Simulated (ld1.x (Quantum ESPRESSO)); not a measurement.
**An all-electron radial function and its pseudo partner (Hf)**

Columns: radius, all-electron u(r) and pseudo u(r) of the 5d shell (level -1.99 eV) of hafnium in the configuration [Xe] 4f14 5d3 6s1 6p0; PBE, scalar-relativistic, ultrasoft scheme, ld1.x (Quantum ESPRESSO) 7.5.

| r (bohr) | all-electron | pseudo |
| --- | --- | --- |
| 0.202 | 0.0425 | 0.0025 |
| 0.404 | -0.2550 | 0.0189 |
| 0.606 | -0.0830 | 0.0593 |
| 0.808 | 0.1873 | 0.1268 |
| 1.010 | 0.3962 | 0.2168 |
| 1.212 | 0.5268 | 0.3184 |
| 1.414 | 0.5961 | 0.4171 |
| 1.616 | 0.6239 | 0.4991 |
| 1.818 | 0.6255 | 0.5547 |
| 2.020 | 0.6116 | 0.5804 |
| 2.222 | 0.5889 | 0.5798 |
| 2.424 | 0.5615 | 0.5606 |
| 2.626 | 0.5322 | 0.5324 |
| 2.828 | 0.5022 | 0.5022 |
| 3.030 | 0.4725 | 0.4725 |
| 3.232 | 0.4434 | 0.4434 |
| 3.434 | 0.4153 | 0.4153 |
| 3.636 | 0.3882 | 0.3882 |
| 3.838 | 0.3622 | 0.3622 |
| 4.040 | 0.3375 | 0.3375 |
| 4.242 | 0.3141 | 0.3141 |
| 4.444 | 0.2919 | 0.2919 |
| 4.646 | 0.2711 | 0.2711 |
| 4.848 | 0.2515 | 0.2515 |
| 5.050 | 0.2333 | 0.2333 |
| 5.252 | 0.2162 | 0.2162 |

(1) How many radial nodes do the two functions have?

(2) At about which radius was the pseudo-wave matched?

(3) Where does each function peak?

(4) Is the pseudo-wave norm-conserving?

Answers

(1) The all-electron 5d function has n − l − 1 = 2; the pseudo-wave has 0, since the states of the same l below it are removed with the core.

(2) 2.84 bohr. The columns agree to 0.0005 from 2.63 bohr on; several derivatives are matched, so the curves merge somewhat inside the radius.

(3) Outermost all-electron maximum near 1.82 bohr, pseudo maximum near 2.02 bohr (to the table’s step).

(4) No, it belongs to an ultrasoft set: the norm inside the radius is not constrained, and the difference is carried by the augmentation charge.
